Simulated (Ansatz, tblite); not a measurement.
Cost and result up the ladder for BaO2⁻ (3 atoms). Charge -1, multiplicity 2. Geometry: r2SCAN-D4/def2-TZVPD.

```xyz
3

Ba    0.2135   -0.0505    0.1114
O    -0.4834   -2.0815   -0.2884
O     0.2699    2.1320    0.1770
```

Ansatz on 4 threads of Arm Neoverse V2 on a shared host; xTB runs through tblite on one thread. Times are rough, summed over both states, and most runs start from the orbitals of an earlier one. RPA@PBE/def2-TZVPD serves as the yardstick here, not as an exact answer. The other state is a quartet at its own geometry.

In the def2 sets Ba takes a core potential; there is no spin–orbit coupling. The xTB rows come from tblite. Correlated methods freeze 2 core orbitals; core or outer-core shells of Ba are correlated, in sets that lack core-valence functions. The structure comes from a short search, and lower isomers may exist.

Run but left out: HF/def2-TZVPD, PBE-QIDH/def2-TZVPD, MP2/def2-TZVPD (doublet: ⟨S²⟩ 1.68 to 1.77, where a pure state has 0.75); HF/def2-TZVPPD, MP2/def2-TZVPPD, CCSD/def2-TZVPPD, CCSD(T)/def2-TZVPPD (flagged by the program: lower state).

Correlated methods converge slowly with the basis.

xTB has no spin-polarisation term.

```csv
level,functions,quartet − doublet (eV),difference from RPA@PBE/def2-TZVPD (eV),remarks
PBE-D4/def2-TZVPD (with forces),120,1.78,0.65,"HOMO above zero (doublet), HOMO above zero (quartet)"
CAM-B3LYP-D4/def2-TZVPD,120,1.03,-0.10,HOMO above zero (quartet)
revPBE-D4/def2-TZVPD,120,1.71,0.58,"HOMO above zero (doublet), HOMO above zero (quartet)"
RPA@PBE/def2-TZVPD,120,1.13,0.00,–
B2PLYP/def2-TZVPD,120,1.46,0.33,spin-contaminated (⟨S²⟩ 0.86) (doublet)
r2SCAN-D4/def2-TZVPD,120,1.38,0.25,"HOMO above zero (doublet), HOMO above zero (quartet)"
GFN1-xTB,17,3.51,2.38,–
PBE0-D4/def2-TZVPD,120,1.14,0.01,HOMO above zero (quartet)
BLYP-D4/def2-TZVPD,120,1.74,0.61,"HOMO above zero (doublet), HOMO above zero (quartet)"
```

**Question.** Estimate how long each takes.

**Answer.** GFN1-xTB 0.004 s; RPA@PBE/def2-TZVPD 4.2 s; PBE-D4/def2-TZVPD (with forces) 4.4 s; BLYP-D4/def2-TZVPD 4.6 s; revPBE-D4/def2-TZVPD 5 s; CAM-B3LYP-D4/def2-TZVPD 7 s; B2PLYP/def2-TZVPD 8.7 s; r2SCAN-D4/def2-TZVPD 9.8 s; PBE0-D4/def2-TZVPD 12 s. On shared hardware such times vary by a factor of up to 3.
